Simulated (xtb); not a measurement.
diboron tetrafluoride (B2F4), SMILES B(B(F)F)(F)F. All values are semi-empirical tight-binding results from xtb (GFN2-xTB unless named), good for trends rather than for accurate numbers. Coordinates come from a GFN2-xTB optimisation. The values are those of a single conformer.

| Quantity | Result |
|---|---|
| point group as xtb finds it | D2d |
| orbital gap | 5.09 eV |
| dipole moment | 0.00 D |
| zero-point energy | 11.1 kcal/mol |
| G − E(el) at 298.15 K (modified RRHO) | -7.5 kcal/mol |
| static polarisability (D4 model) | 32.6 bohr³ |
| solvation energy, GFN2-xTB/ALPB(water) | -0.5 kcal/mol |
| solvation energy, GFN2-xTB/ALPB(methanol) | -0.6 kcal/mol |

Computed IR lines (harmonic; lines under 4 % of the strongest left out, lines within 3 cm⁻¹ merged):
ν (cm⁻¹): 498 (w), 530 (w), 1156 (s), 1262 (vs) (against the strongest line: vs over 80 %, s over 45 %, m over 15 %, w over 4 %, vw less)
